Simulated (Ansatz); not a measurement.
Reaction (redistribution): `[CH3][GeH]([NH2])[OH]` + `F[Si]1(Cl)C[SiH2]1` → `[CH3][Ge]([NH2])([OH])[F]` + `Cl[SiH]1C[SiH2]1`

Isolated molecules relaxed with PBE0-D4/def2-TZVP in Ansatz; ΔE leaves out vibrations. CCSD(T)/CBS adds triple-zeta CCSD(T) − MP2 to the extrapolated MP2 energy (def2 sets, frozen cores). DFT in def2-TZVPP. B3LYP here is the variant with VWN-RPA as its local correlation; programs differ in this. For Ge outer-core shells are correlated without core-valence functions, which leaves a few kJ/mol of doubt a bond. Scalar relativity is left out up to krypton. Each species was taken in one conformer, which may not be the lowest.

```csv
level,ΔE (kJ/mol),difference from CCSD(T)/CBS
B3LYP-D4,37.4,-0.5
ωB97X-V,33.3,-4.6
r2SCAN,36.4,-1.5
PBE0,34.8,-3.1
B3LYP,37.3,-0.6
HF/def2-TZVPP,32.0,-5.9
SCS-MP2/def2-TZVPP,35.9,-2.0
HF/def2-QZVPP,32.6,-5.3
MP2/def2-QZVPP,38.3,0.4
MP2/CBS(def2),39.0,1.1
CCSD(T)/CBS,37.9,0
```

Largest T1 diagnostic among the species: 0.012.

In def2-TZVPP, CCSD(T) changes the Hartree–Fock value by +3.7 kJ/mol (the triples alone add −0.1 kJ/mol) and MP2 by +4.8 kJ/mol.
